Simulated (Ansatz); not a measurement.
F₃In, SMILES [In-]([F])([F])[F], charge -1, multiplicity 2.

Coordinates come from a B3LYP-D3(BJ)/def2-SVPD optimisation. The def2 effective core potentials stand for the cores of In; spin–orbit coupling is left out.

Two levels are set side by side: PBE/def2-SVPD (Ansatz, a program for electronic structure) and ωB97X-V/def2-SVPD (Ansatz). Energy differences of separate SCF runs at the same geometry; the states with an electron removed or added have multiplicity 1. Differences are taken from unrounded values.

```csv
quantity,ωB97X-V,PBE,PBE minus ωB97X-V
vertical ionisation energy (eV),3.85,3.63,-0.22
```
